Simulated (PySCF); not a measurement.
C3H5F3Si.
Cartesian coordinates in Å at the PBE0-D3(BJ)/def2-SVP level; atoms count from 1:
```xyz
12
C3H5F3Si angstrom
F     -2.574    1.472    0.169
C     -2.089    0.192    0.120
C     -0.629    0.167    0.394
F     -0.286    0.548    1.627
C      0.338   -0.195   -0.459
F     -0.025   -0.552   -1.706
Si     2.192   -0.238   -0.099
H     -2.612   -0.409    0.884
H     -2.277   -0.239   -0.874
H      2.758   -1.409   -0.829
H      2.829    1.014   -0.601
H      2.411   -0.373    1.366
```

Computed with PySCF, PBE0-D3(BJ)/def2-SVP geometry optimisation, gas phase.

Masses are those of the commonest isotopes; rigid-rotor values at the optimised geometry. The values belong to one conformer with, in the numbering `[F:1][CH2:2]/[C:3]([F:4])=[C:5](\[F:6])[SiH3:7]`, F1–C2–C3–F4 65°.

Task: Give the principal moments of inertia and the rotational constants in MHz.

Result: Ia = 137.05, Ib = 401.94, Ic = 504.45 u·Å²; 505379 MHz·u·Å²/I gives A = 3687, B = 1257, C = 1002 MHz.

Task: What kind of rotor is it?

Result: An asymmetric top: κ = (2 × 1257 − 3687 − 1002)/(3687 − 1002) = -0.81.

Task: What does the inertial defect say?

Result: Not planar: Δ = Ic − Ia − Ib = -34.55 u·Å². For a rigid frame Δ = −2 Σ m c², so Σ m c² = 17.28 u·Å² lies off the ab plane: 5.38 from hydrogen and 11.90 from heavier atoms. The atom farthest from that plane is 1.64 Å away.

Task: Which lines would a microwave search look for?

Result: The dipole components are |μa| = 0.89 D, |μb| = 0.26 D, |μc| = 1.28 D. The squared components, which scale the intensities, stand as 0.48 : 0.04 : 1.00 (a : b : c). Some of the stronger lines:

| type | branch | J(Ka,Kc) | MHz | lower level (cm⁻¹) |
| --- | --- | --- | --- | --- |
| c | Q | 2(1,2) ← 2(0,2) | 2194 | 0.225 |
| a | R | 4(1,4) ← 3(1,3) | 8490 | 0.512 |
| a | R | 4(0,4) ← 3(0,3) | 8852 | 0.449 |
| a | R | 4(3,2) ← 3(3,1) | 9072 | 1.220 |
| a | R | 4(3,1) ← 3(3,0) | 9078 | 1.220 |
| a | R | 5(1,5) ← 4(1,4) | 10582 | 0.795 |
| a | R | 5(4,1) ← 4(4,0) | 11339 | 2.119 |
| c | Q | 4(3,2) ← 4(2,2) | 12572 | 1.104 |
| c | R | 4(2,2) ← 3(1,2) | 16221 | 0.563 |
| c | Q | 5(4,2) ← 5(3,2) | 17834 | 1.903 |
| c | R | 4(3,2) ← 3(2,2) | 21873 | 0.793 |
| c | R | 5(5,0) ← 4(4,0) | 34320 | 2.119 |

Task: Estimate the classical rotational partition function at 10 K, 200 K and 500 K.

Result: Point group C1, symmetry number σ = 1; q = (√π/σ)·√((kT/h)³/(ABC)), k/h = 20836.6 MHz/K: 2470 at 10 K, 221000 at 200 K, 875000 at 500 K.

No frequency check. No vibrational averaging or centrifugal distortion is included, and the geometry carries the error of its method. A rigid rotor knows nothing of internal rotation, which can split or shift real lines.
